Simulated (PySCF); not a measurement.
## Correlation energy of Ag²⁺ (silver, charge +2)

[Kr] 4d9, 2D determinant. Computed with PySCF 2.14 in aug-cc-pwCVDZ-PP with ECP28MDF (6s6p5d3f, 70 functions), with a scalar-relativistic core potential. Frozen: 4s2 4p6; 9 electrons correlated.

```
  level  correlation energy (mhartree)
   CCSD                        -262.78
    (T)                          -4.88
CCSD(T)                        -267.66
```

Diagnostics: T1 = 0.0015, D1 = 0.0036, largest double amplitude 0.021.

Question: Is a single reference adequate?

Answer: Yes, within this model without spin-orbit coupling: T1 lies below 0.03 and no double amplitude reaches 0.07.
